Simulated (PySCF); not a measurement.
A geometry optimisation, step by step.

Compound: C6H11As.
SMILES with atom numbers: `[CH2:1]=[CH:2][C@@H:3]1[CH2:4][CH2:5][CH2:6][AsH:7]1` (hydrogens: H8, H9 on C1; H10 on C2; H11 on C3; H12, H13 on C4; H14, H15 on C5; H16, H17 on C6; H18 on As7)

Method: PBE0-D3(BJ)/def2-SVP geometry optimisation, gas phase in PySCF 2.14.0; density fitting, grid level 1; the optimiser is geomeTRIC in internal coordinates, started from a GFN2-xTB structure with every atom displaced at random (about 0.01 Å). The frame can shift and turn from step to step; on so coarse a grid that alone can change the energy by a few meV, and forces under 0.02 eV/Å are noise.

Step 0: E = -67215.3702 eV, largest atomic force 2.855 eV/Å
```
atom  x, y, z in Å  |  force x, y, z in eV/Å
C1     -3.031   -0.366   -0.085   -2.695   0.146  -0.930
C2     -1.849   -0.340    0.444    2.145  -0.017   0.969
C3     -0.618    0.050   -0.274    1.202  -0.361   1.047
C4      0.552   -0.982   -0.106   -1.620   0.541  -0.435
C5      1.857   -0.306   -0.341   -0.015   0.730   1.018
C6      1.911    0.896    0.615    0.322  -0.248  -0.332
As7     0.161    1.791    0.473   -0.315  -0.250   0.198
H8     -3.200   -0.066   -1.126    0.018  -0.079  -0.017
H9     -3.928   -0.607    0.496    0.085  -0.100  -0.050
H10    -1.715   -0.619    1.497   -0.022   0.009   0.075
H11    -0.824    0.205   -1.318   -0.177   0.224  -0.857
H12     0.380   -1.816   -0.788   -0.031  -0.354  -0.209
H13     0.466   -1.375    0.906    0.234  -0.249   0.483
H14     2.673   -0.987   -0.153    0.734  -0.455   0.006
H15     1.911    0.038   -1.366    0.154   0.189  -0.679
H16     2.046    0.559    1.655   -0.052   0.004   0.012
H17     2.742    1.580    0.386   -0.046   0.097   0.019
H18     0.437    2.356   -0.899    0.079   0.173  -0.317
```

Step 1: E = -67215.5253 eV, largest atomic force 0.441 eV/Å
```
atom  x, y, z in Å  |  force x, y, z in eV/Å
C1     -2.976   -0.223    0.011    0.423  -0.013   0.122
C2     -1.758   -0.178    0.567   -0.303   0.024  -0.041
C3     -0.492    0.185   -0.124   -0.085  -0.004  -0.279
C4      0.617   -0.863    0.033    0.056   0.007   0.022
C5      1.977   -0.211   -0.192    0.047  -0.062  -0.147
C6      2.058    1.014    0.705   -0.029   0.035   0.086
As7     0.286    1.908    0.605    0.077   0.074  -0.134
H8     -3.120    0.007   -1.046   -0.057   0.024  -0.108
H9     -3.854   -0.497    0.595   -0.102  -0.003   0.037
H10    -1.663   -0.416    1.635    0.011  -0.021   0.025
H11    -0.697    0.365   -1.198    0.054  -0.030   0.210
H12     0.445   -1.714   -0.647   -0.001   0.020   0.009
H13     0.576   -1.272    1.059    0.019  -0.004  -0.004
H14     2.804   -0.919    0.003   -0.087   0.051  -0.018
H15     2.062    0.099   -1.251    0.007  -0.040   0.098
H16     2.214    0.724    1.758   -0.004   0.013  -0.025
H17     2.861    1.714    0.434    0.011   0.004  -0.010
H18     0.539    2.515   -0.786   -0.037  -0.076   0.156
```

Step 2: E = -67215.5282 eV, largest atomic force 0.184 eV/Å
```
atom  x, y, z in Å  |  force x, y, z in eV/Å
C1     -2.962   -0.217   -0.002   -0.045  -0.047   0.133
C2     -1.761   -0.180    0.581   -0.042   0.054  -0.170
C3     -0.495    0.180   -0.114    0.059  -0.036   0.036
C4      0.618   -0.865    0.039    0.011   0.022   0.013
C5      1.974   -0.211   -0.197    0.002  -0.008  -0.027
C6      2.059    1.016    0.701   -0.005   0.011   0.014
As7     0.286    1.905    0.613    0.017  -0.008   0.015
H8     -3.094    0.016   -1.064    0.025   0.003   0.015
H9     -3.857   -0.479    0.567   -0.031   0.000  -0.022
H10    -1.677   -0.422    1.651   -0.002   0.006  -0.030
H11    -0.702    0.360   -1.181    0.010   0.001   0.031
H12     0.443   -1.716   -0.639   -0.006  -0.003  -0.002
H13     0.588   -1.274    1.066    0.005   0.002  -0.001
H14     2.800   -0.918   -0.009   -0.006   0.002   0.005
H15     2.053    0.097   -1.255    0.006   0.000   0.011
H16     2.223    0.726    1.752    0.004  -0.004  -0.005
H17     2.860    1.717    0.423    0.001  -0.002  -0.004
H18     0.527    2.506   -0.771   -0.005   0.007  -0.012
```

Step 3: E = -67215.5285 eV, largest atomic force 0.172 eV/Å
```
atom  x, y, z in Å  |  force x, y, z in eV/Å
C1     -2.977   -0.220    0.003   -0.081   0.032  -0.111
C2     -1.767   -0.174    0.562    0.110  -0.028   0.129
C3     -0.492    0.182   -0.122   -0.035  -0.024   0.059
C4      0.621   -0.863    0.038   -0.035   0.004   0.006
C5      1.978   -0.212   -0.194   -0.027   0.025   0.035
C6      2.062    1.014    0.706    0.003  -0.007  -0.026
As7     0.291    1.905    0.611   -0.027  -0.040   0.082
H8     -3.123    0.010   -1.059   -0.006  -0.010   0.039
H9     -3.866   -0.480    0.586    0.055   0.006  -0.034
H10    -1.676   -0.414    1.630    0.006   0.003   0.012
H11    -0.688    0.363   -1.188    0.002   0.023  -0.096
H12     0.448   -1.714   -0.641   -0.005  -0.013  -0.003
H13     0.587   -1.273    1.064   -0.004   0.006   0.002
H14     2.800   -0.921   -0.002    0.031  -0.025   0.015
H15     2.063    0.095   -1.250    0.003   0.018  -0.035
H16     2.221    0.724    1.757    0.006  -0.009   0.008
H17     2.865    1.714    0.431   -0.006  -0.003  -0.001
H18     0.535    2.505   -0.769    0.010   0.040  -0.081
```

Step 4: E = -67215.5299 eV, largest atomic force under 0.02 eV/Å
```
atom  x, y, z in Å  |  force x, y, z in eV/Å
C1     -2.971   -0.217   -0.001    0.014   0.003  -0.005
C2     -1.765   -0.175    0.570   -0.004  -0.001   0.003
C3     -0.493    0.182   -0.118   -0.010  -0.007   0.003
C4      0.618   -0.864    0.040   -0.003   0.001  -0.001
C5      1.975   -0.213   -0.195   -0.001  -0.003  -0.006
C6      2.061    1.013    0.704   -0.001   0.003   0.001
As7     0.290    1.904    0.614    0.005   0.000   0.001
H8     -3.106    0.016   -1.062   -0.010  -0.001  -0.004
H9     -3.864   -0.481    0.571    0.000   0.003  -0.003
H10    -1.678   -0.417    1.638    0.002   0.000   0.001
H11    -0.692    0.363   -1.185    0.009   0.004  -0.003
H12     0.443   -1.716   -0.638   -0.002  -0.003   0.003
H13     0.585   -1.272    1.067    0.003   0.003   0.001
H14     2.799   -0.922   -0.004   -0.001  -0.002   0.003
H15     2.058    0.095   -1.252    0.001  -0.001   0.000
H16     2.224    0.723    1.754    0.002   0.001   0.001
H17     2.863    1.713    0.426   -0.001  -0.001  -0.002
H18     0.531    2.508   -0.770   -0.003   0.001   0.006
```

Step 5: E = -67215.5301 eV, largest atomic force under 0.02 eV/Å
```
atom  x, y, z in Å  |  force x, y, z in eV/Å
C1     -2.971   -0.215   -0.005   -0.003  -0.002   0.007
C2     -1.766   -0.174    0.568   -0.001   0.003  -0.013
C3     -0.493    0.182   -0.117   -0.005  -0.003   0.000
C4      0.618   -0.865    0.042   -0.002   0.001  -0.002
C5      1.975   -0.215   -0.194    0.001  -0.002  -0.003
C6      2.063    1.012    0.704    0.000   0.000   0.000
As7     0.291    1.904    0.617    0.003  -0.004   0.002
H8     -3.107    0.018   -1.066    0.007   0.002  -0.001
H9     -3.865   -0.477    0.566   -0.004   0.000   0.001
H10    -1.680   -0.417    1.637   -0.002   0.001  -0.001
H11    -0.689    0.364   -1.184    0.007   0.003   0.000
H12     0.442   -1.717   -0.635   -0.002  -0.002   0.004
H13     0.585   -1.272    1.069    0.002   0.003   0.002
H14     2.799   -0.924   -0.003   -0.002  -0.001   0.002
H15     2.058    0.092   -1.252    0.001  -0.001   0.001
H16     2.227    0.722    1.754    0.002   0.001   0.000
H17     2.864    1.712    0.425   -0.001  -0.001  -0.002
H18     0.530    2.509   -0.766   -0.002   0.002   0.003
```

**Question.** Summarise the path.

**Answer.** The energy falls by 15.43 kJ/mol from step 0 to step 5; nine tenths of that is first reached at step 1. It falls at every step. The largest force goes from 2.855 to under 0.02 eV/Å. Among the bonds C1=C2 changes most, from 1.296 to 1.335 Å; the atoms move by 0.056 Å rms after alignment.

**Question.** Follow the three bonds and two angles with the largest change from start to end.

**Answer.** 
| step | E above end (kJ/mol) | largest force (eV/Å) | C1=C2 (Å) | C4–C5 (Å) | C3–C4 (Å) | C5–C4–H13 (°) | C3–C4–H13 (°) |
| --- | --- | --- | --- | --- | --- | --- | --- |
| 0 | 15.43 | 2.855 | 1.296 | 1.488 | 1.569 | 112.4 | 106.1 |
| 1 | 0.46 | 0.441 | 1.340 | 1.524 | 1.534 | 109.2 | 108.7 |
| 2 | 0.18 | 0.184 | 1.336 | 1.523 | 1.535 | 109.1 | 108.9 |
| 3 | 0.15 | 0.172 | 1.334 | 1.523 | 1.535 | 109.1 | 109.1 |
| 4 | 0.01 | under 0.02 | 1.335 | 1.523 | 1.534 | 109.1 | 109.0 |
| 5 | 0.00 | under 0.02 | 1.335 | 1.523 | 1.534 | 109.1 | 109.0 |

What follows is the cost of the whole optimisation. The run took 74 s wall on one thread of an Arm Neoverse V2, on a shared host, and the process peaked at 0.72 GiB of memory.
